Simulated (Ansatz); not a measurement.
# Abstraction of Cl: C4H9ClO + SnH2Cl → C4H9O + SnH2Cl2

Species: C4H9ClO (2-chloroethyl ethyl ether) `CCOCCCl`, singlet; SnH2Cl `[Cl][SnH2]`, doublet; C4H9O `[CH2]COCC`, doublet; SnH2Cl2 `[Cl][SnH2][Cl]`, singlet. A radical takes Cl: the energy is the difference in strength between the C–Cl bond broken and the Sn–Cl bond made.

Shapes, held fixed at every level: PBE0-D4/def2-TZVP. Flexible molecules stand in one conformer, not always the lowest. Programs: Ansatz 0.2.0. Electronic energies: no zero-point or thermal term.

Estimate ΔE of this reaction.

The highest level, CCSD(T)/def2-TZVPP, gives ΔE = -14.7 kJ/mol; the levels span -18.5 to -5.7. The column of differences is taken from that level and isn't an error. No measured value is set beside it here. Open shells run unrestricted unless RO is named. For atoms past krypton def2 sets carry core potentials with scalar relativity. Correlated rows may include outer-core shells of Sn, which these sets cover unevenly.

```tsv
level	kind	ΔE (kJ/mol)	less CCSD(T)/def2-TZVPP
PBE-D4/def2-TZVPP	GGA	-5.7	+9.0
PBE0-D4/def2-TZVPP	global hybrid	-14.3	+0.4
wB97M-V/def2-TZVPP	range-separated hybrid	-11.7	+3.0
wB97X-V/def2-TZVPP	range-separated hybrid	-18.5	-3.8
B2PLYP/def2-TZVPP	double hybrid	-14.9	-0.2
MP2/def2-TZVPP	perturbation theory	-11.1	+3.6
CCSD(T)/def2-TZVPP	coupled cluster or CI	-14.7	0.0
```
